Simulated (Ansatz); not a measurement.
System: C$_{7}$H$_{13}$ (charge 0, doublet). It need not be the lowest isomer of its formula. SMILES: [CH]1CCCCCC1
Coordinates optimised at B3LYP-D3(BJ)/def2-TZVP (Ansatz, a quantum-chemistry and plane-wave program):
```
C
H 1 1.0928
H 1 1.0946 2 105.61
C 1 1.5328 2 109.68 3 116.37
H 4 1.0929 1 109.12 2 -30.89
H 4 1.0941 5 106.26 1 -118.89
C 1 1.5358 2 107.96 3 -117.13
H 7 1.0940 1 109.10 2 -40.68
H 7 1.0941 8 105.93 1 -116.16
C 7 1.5339 8 108.09 9 -116.87
H 10 1.0927 7 109.92 8 -41.11
H 10 1.0932 11 106.05 7 -116.82
C 4 1.5372 5 107.46 6 -117.74
H 13 1.0939 4 109.30 5 53.31
H 13 1.1052 14 105.07 4 114.22
C 13 1.4894 14 108.97 15 116.95
H 16 1.0834 13 117.05 14 -27.88
C 16 1.4923 17 117.66 13 168.68
H 18 1.0918 16 108.54 17 10.95
H 18 1.1024 19 105.67 16 118.98
```
Charge 0, spin multiplicity 2.

Computed values are from Ansatz. Cores are frozen in the correlated levels unless marked. Open shells are spin-unrestricted. No spin-orbit coupling. Non-relativistic. Basis-set limits of correlation are two-point, X^-3; Hartree-Fock from the larger set. [CCSD(T)-MP2]/basis is that difference in the basis named.

What is the dipole moment at CCSD(T)/aug-cc-pVDZ?

0.21 D.

What is the atomisation energy De at RI-MP2/CBS(cc-pVTZ,cc-pVQZ)+[CCSD(T)-MP2]/cc-pVTZ?

1945.7 kcal/mol.

What is the total energy at RI-MP2/CBS(cc-pVTZ,cc-pVQZ)+[CCSD(T)-MP2]/cc-pVTZ?

-274.1395 Eh.

What is the T1 diagnostic at CCSD/cc-pVTZ?

0.010.
